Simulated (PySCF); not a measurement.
C₂H₄FNOSi, SMILES F[C@H](C#N)[SiH2]O. Heavy atoms are numbered as in [N:1]#[C:2][C@@H:3]([F:4])[SiH2:5][OH:6]. Hydrogens are named by the atom that carries them.

Coordinates come from a ωB97X-D3(BJ)/def2-SVP optimisation. The structure was generated by enumeration; whether it is a known compound was not checked. One conformer was computed; it need not be the lowest.

These are PBE/def2-TZVP (PySCF) values and carry that method's errors.

ESP charges are fitted to the potential on shells at 1.4 to 2.0 van der Waals radii. Atomic charges (e), one atom of each kind:

| atom | Mulliken | ESP fit |
|---|---|---|
| N1 | 0.05 | -0.42 |
| C2 | -0.27 | 0.35 |
| C3 (CH) | 0.11 | -0.15 |
| F4 | -0.18 | -0.14 |
| Si5 (SiH2) | 0.35 | 0.45 |
| O6 (OH) | -0.48 | -0.58 |
| H on C3 | 0.12 | 0.17 |
| H on Si5 | -0.02 | -0.06 |
| H on O6 | 0.32 | 0.42 |

Computed Mayer and Wiberg (Löwdin basis) orders of the bonds:
```json
[
 {"bond": "N1–C2", "Mayer": "3.07", "Wiberg": "3.31"},
 {"bond": "C2–C3", "Mayer": "0.95", "Wiberg": "1.31"},
 {"bond": "C3–F4", "Mayer": "1.04", "Wiberg": "1.62"},
 {"bond": "C3–Si5", "Mayer": "0.90", "Wiberg": "0.99"},
 {"bond": "Si5–O6", "Mayer": "1.23", "Wiberg": "1.72"}
]
```
